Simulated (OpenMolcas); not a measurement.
# Exact exchange and the HOMO–LUMO gap of Si2H6O2

Si2H6O2: 10 atoms, total charge 0, spin state singlet. As SMILES, `O[SiH2][SiH2]O`. Geometry: relaxed at PBE0-D4/def2-TZVP. This is one conformer, not always the lowest.

The HOMO–LUMO gap y, in eV, basis 6-31G(d); a is the functional's share of exact exchange. Programs: OpenMolcas 26.06.

| functional | program | a | y (eV) |
| --- | --- | --- | --- |
| r2SCAN | OpenMolcas | 0 | 5.17 |
| BLYP | OpenMolcas | 0 | 4.51 |
| B3LYP | OpenMolcas | 0.2 | 6.24 |
| PBE0 | OpenMolcas | 0.25 | ? |
| BHLYP | OpenMolcas | 0.5 | 8.75 |

Q: Fit y = c + s·a to the known rows and predict PBE0.

A: 
1. Means of the 4 rows: a = 0.1750, y = 6.168.
2. Σ(Δa)² = 0.1675, Σ(Δa·Δy) = 1.3057, so the slope is 1.3057/0.1675 = 7.7952.
3. Intercept: 6.168 − (7.7952) × 0.1750 = 4.804. The largest residual of the fit is 0.37.
4. PBE0: 4.804 + (7.7952) × 0.25 = 6.75 eV.

The run gave 6.65 eV, so the prediction is off by +0.10 eV, within the largest residual. Exact exchange lowers occupied levels and raises empty ones. The rows mix families of semi-local functionals, which the line can't see.
